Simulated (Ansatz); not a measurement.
Geometry optimisation, Ansatz, RKS BLYP/STO-3G.

The input (input.yaml):

```yaml
crystal:
  periodic: [false, false, false]
  atoms:
    - { symbol: F, position_ang: [0.7094, -2.5292, 1.2482] }
    - { symbol: C, position_ang: [0.4392, -1.3648, 0.5493] }
    - { symbol: "N", position_ang: [1.2987, -0.9153, -0.2925] }
    - { symbol: C, position_ang: [0.9374, 0.3204, -0.983] }
    - { symbol: C, position_ang: [-0.1947, 1.0529, -0.171] }
    - { symbol: Si, position_ang: [-1.0951, -0.3073, 0.7641] }
    - { symbol: H, position_ang: [0.4838, 0.0175, -1.9518] }
    - { symbol: H, position_ang: [1.7571, 0.9843, -1.1771] }
    - { symbol: H, position_ang: [0.2978, 1.7311, 0.6176] }
    - { symbol: H, position_ang: [-0.8509, 1.666, -0.7612] }
    - { symbol: H, position_ang: [-2.2886, -0.7984, 0.0154] }
    - { symbol: H, position_ang: [-1.417, 0.0877, 2.176] }
basis:
  gaussian: { orbitals: STO-3G }
hamiltonian:
  xc: blyp
relax:
  f_tol: 0.02
  max_steps: 40
output:
  orbitals: {}
```

Launched with:

```bash
$ ansatz run input.yaml --threads 1 --pin off --max-ram 2048MiB --backend cpu --events-out ev --progress --plain --runs-dir out
```

Question: Where does it end, and by what steps?

Answer: It converged. Limits of this set-up: minimal basis. After 12 steps the energy has fallen by 0.557 eV; H9 moved furthest, 0.43 Å.

```json
{"step": "0", "energy less start (eV)": "0.0000", "largest force component (eV/Å)": "4.129", "accepted": "yes"}
{"step": "1", "energy less start (eV)": "-0.4543", "largest force component (eV/Å)": "1.626", "accepted": "yes"}
{"step": "2", "energy less start (eV)": "-0.5324", "largest force component (eV/Å)": "0.366", "accepted": "yes"}
{"step": "3", "energy less start (eV)": "-0.5418", "largest force component (eV/Å)": "0.218", "accepted": "yes"}
{"step": "4", "energy less start (eV)": "-0.5466", "largest force component (eV/Å)": "0.118", "accepted": "yes"}
{"step": "5", "energy less start (eV)": "-0.5483", "largest force component (eV/Å)": "0.188", "accepted": "yes"}
{"step": "6", "energy less start (eV)": "-0.5403", "largest force component (eV/Å)": "0.302", "accepted": "no"}
{"step": "7", "energy less start (eV)": "-0.5536", "largest force component (eV/Å)": "0.083", "accepted": "yes"}
{"step": "8", "energy less start (eV)": "-0.5552", "largest force component (eV/Å)": "0.030", "accepted": "yes"}
{"step": "9", "energy less start (eV)": "-0.5561", "largest force component (eV/Å)": "0.088", "accepted": "yes"}
{"step": "10", "energy less start (eV)": "-0.5565", "largest force component (eV/Å)": "0.043", "accepted": "yes"}
{"step": "11", "energy less start (eV)": "-0.5565", "largest force component (eV/Å)": "0.057", "accepted": "yes"}
{"step": "12", "energy less start (eV)": "-0.5569", "largest force component (eV/Å)": "0.013", "accepted": "yes"}
```

```xyz
12
Properties=species:S:1:pos:R:3
F 0.538 -2.705 1.061
C 0.383 -1.452 0.492
N 1.329 -1.052 -0.380
C 0.970 0.364 -0.923
C -0.296 1.070 -0.241
Si -1.064 -0.260 0.863
H 0.800 0.243 -2.020
H 1.884 0.991 -0.803
H 0.041 1.946 0.346
H -0.985 1.441 -1.023
H -2.352 -0.755 0.394
H -1.172 0.113 2.268
```

Run time: 43 s on 1 thread of Arm Neoverse V1 (shared host), peak memory 0.15 GiB.
